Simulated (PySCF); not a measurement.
Basis-set dependence of excited states

Compound: germanium difluoride, GeF2 (singlet state).
Cartesian coordinates in Å at the PBE0-D3(BJ)/def2-SVP level; atoms count from 1:
```xyz
3
GeF2 angstrom
F     -1.2969   -0.4545    0.0031
Ge    -0.0189    0.7360   -0.0296
F      1.3223   -0.3838   -0.0184
```

TDDFT with PBE0 (PySCF), vertical singlets, core orbitals frozen in the response, spherical d and f functions. Geometry: PBE0-D3(BJ)/def2-SVP; no solvent, vibrations or thermal averaging. Relativistic effects, spin–orbit coupling among them, are left out although an element past zinc is present.

| basis | functions | diffuse | S1 (eV) | S2 (eV) | S3 (eV) | S4 (eV) | S5 (eV) | LUMO (eV) | α (au) |
| --- | --- | --- | --- | --- | --- | --- | --- | --- | --- |
| 6-31G* | 60 | no | 5.32 | 6.55 | 7.31 | 7.66 | 8.10 | -2.38 | 24.8 |
| def2-SVP | 60 | no | 5.35 | 6.64 | 7.42 | 7.75 | 8.21 | -2.46 | 24.1 |
| aug-cc-pVDZ | 82 | yes | 5.37 | 6.78 | 7.40 | 7.86 | 7.96 | -2.73 | 29.6 |
| def2-SVPD | 84 | yes | 5.45 | 6.87 | 7.55 | 7.96 | 8.24 | -2.73 | 29.6 |
| def2-TZVP | 110 | no | 5.37 | 6.81 | 7.50 | 7.89 | 8.20 | -2.59 | 27.0 |
| def2-TZVPD | 134 | yes | 5.38 | 6.84 | 7.47 | 7.91 | 8.09 | -2.66 | 30.2 |
| aug-cc-pVTZ | 151 | yes | 5.35 | 6.84 | 7.41 | 7.91 | 7.93 | -2.69 | 30.2 |

Q: Compare the sets with the largest diffuse one.

A: States are compared by their number. Against the largest diffuse basis here (aug-cc-pVTZ, itself not a converged limit), sets without diffuse functions differ by up to 0.03 eV in S1 and 0.29 eV in S5; the smaller diffuse sets differ by up to 0.10 and 0.31 eV. State by state, the largest deviation of a set without diffuse functions is S1 0.03, S2 0.29, S3 0.09, S4 0.25, S5 0.29 eV. The same number needn't mean the same state in each row. Against aug-cc-pVTZ the polarisability deviates by -18% in 6-31G*, -20% in def2-SVP, -2% in aug-cc-pVDZ, -2% in def2-SVPD, -11% in def2-TZVP, 0% in def2-TZVPD.
